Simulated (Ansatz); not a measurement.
Geometry optimisation, RKS PBE-D4/def2-SVP in Ansatz.

input.yaml

```yaml
crystal:
  periodic: [false, false, false]
  atoms:
    - { symbol: O, position_ang: [-1.6924, 1.3872, 0.3725] }
    - { symbol: Ge, position_ang: [-0.4543, 0.4135, 1.0685] }
    - { symbol: Si, position_ang: [-0.2313, -1.4758, 0.1173] }
    - { symbol: B, position_ang: [1.1203, 0.0213, -0.3826] }
    - { symbol: Te, position_ang: [2.7396, 0.7195, -1.6271] }
    - { symbol: H, position_ang: [-2.5673, 1.1546, 0.8193] }
    - { symbol: H, position_ang: [0.1633, 0.8039, 2.455] }
    - { symbol: H, position_ang: [0.5162, -2.4958, 0.9197] }
    - { symbol: H, position_ang: [-1.142, -1.78, -0.9046] }
    - { symbol: H, position_ang: [1.631, 1.2003, -2.835] }
basis:
  gaussian: { orbitals: def2-SVP }
hamiltonian:
  xc: pbe
  dispersion: d4
relax:
  f_tol: 0.015
  max_steps: 40
output:
  orbitals: {}
```

Launched with:

```bash
$ ansatz run input.yaml --threads 2 --pin off --max-ram 3072MiB --backend cpu --events-out ev --progress --plain --runs-dir out
```

**Question.** Where does it end, and by what steps?

**Answer.** The run converged. After 31 steps the energy has fallen by 2.312 eV; H10 moved furthest, 1.77 Å.

```
step  energy less start (eV)  largest force component (eV/Å)  accepted
   0                  0.0000                           3.204       yes
   2                 -1.1138                           0.838       yes
   4                 -1.5048                           1.279       yes
   6                 -1.8980                           0.559       yes
   8                 -2.0253                           0.479       yes
  10                 -2.0629                           0.119       yes
  12                 -2.0697                           0.035       yes
  14                 -2.0740                           0.129       yes
  16                 -2.0871                           0.268       yes
  18                 -2.1436                           0.854       yes
  20                 -2.2420                           1.297       yes
  22                 -2.2955                           0.166       yes
  24                 -2.3082                           0.045       yes
  26                 -2.3110                           0.180       yes
  28                 -2.3115                           0.070       yes
  30                 -2.3117                           0.018        no
  31                 -2.3117                           0.003       yes
```

```xyz
10
Properties=species:S:1:pos:R:3
O -2.166 0.929 0.470
Ge -0.369 0.793 0.436
Si -0.045 -1.744 -0.080
B 0.576 -0.180 -1.009
Te 2.612 0.253 -1.535
H -2.478 1.149 1.369
H 0.227 1.782 1.489
H 0.768 -2.960 0.286
H -1.518 -2.006 0.038
H 2.474 1.932 -1.461
```

Time of the run: 110 s on 2 threads of Intel(R) Xeon(R) Platinum 8259CL CPU @ 2.50GHz (Skylake/Cascade Lake), with other jobs on the host, peak memory 0.21 GiB.
